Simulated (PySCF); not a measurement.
Energy of Hf²⁺ (hafnium, charge +2) between two integer charges

The 5d alpha orbital of [Xe] 4f14 5d2 is emptied in steps (occupation f), with all orbitals relaxed, ending at [Xe] 4f14 5d1. Computed with PySCF 2.14 in aug-cc-pVTZ-PP with ECP60MDF (6s6p5d3f2g, 88 functions), with scalar relativity through the core potential. The exact energy is a straight line in f; departures are measured from the line between the end points of the same method.

Question: Among UHF, LDA, PBE, which shows the largest delocalisation error (convex curve), and which is closest to linear?

Answer: Most convex: LDA (-1.268 eV at f = 0.5); closest to linear: UHF (0.114 eV).

```csv
f,UHF (eV),LDA (eV),PBE (eV)
1,0.000,0.000,0.000
0.9,0.043,-0.448,-0.447
0.7,0.097,-1.064,-1.037
0.5,0.114,-1.268,-1.239
0.3,0.094,-1.069,-1.044
0.1,0.039,-0.459,-0.448
0,0.000,0.000,0.000
```

```tsv
method	E(f=0) − E(f=1) (eV)	−ε at f=1 (eV)	−ε at f=0.5 (eV)
UHF	21.537	22.014	21.526
LDA	22.603	17.631	22.582
PBE	22.612	17.720	22.590
```

Reference removal energy between the ground levels: 22.55 ± 0.04 eV (theoretical estimate listed by NIST; NIST Atomic Spectra Database, ionization energies). The calculation has no spin-orbit coupling. UHF lacks correlation.
